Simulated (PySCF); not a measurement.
## Cost of excited-state runs on `FC1=CC[P@@](C)(=S)C1`, C₅H₈FPS

Geometry:
```csv
atom,x (Å),y (Å),z (Å)
C1,-1.820,-0.313,-0.691
P2,-0.719,-0.180,0.771
S3,-1.569,-0.409,2.493
C4,0.733,-1.264,0.349
C5,1.620,-0.379,-0.466
C6,1.353,0.915,-0.393
F7,2.054,1.849,-1.061
C8,0.225,1.391,0.461
H9,-2.286,-1.298,-0.678
H10,-2.601,0.442,-0.596
H11,-1.267,-0.170,-1.616
H12,0.420,-2.163,-0.188
H13,1.219,-1.580,1.277
H14,2.425,-0.789,-1.053
H15,-0.378,2.158,-0.032
H16,0.583,1.799,1.412
```

PySCF with density fitting, on 1 thread of an Intel Xeon, shared host. Command: `OMP_NUM_THREADS=1 python excited_run.py task.json out`

Q: How long does this run take, and how much memory?
- vibronic structure, CAM-B3LYP/def2-SV(P); full response

A: 
```tsv
run	level	basis functions	wall time	peak memory (GiB)
vibronic structure	CAM-B3LYP/def2-SV(P)	136	2.4 min	0.92
```
Times from a shared host are rough.
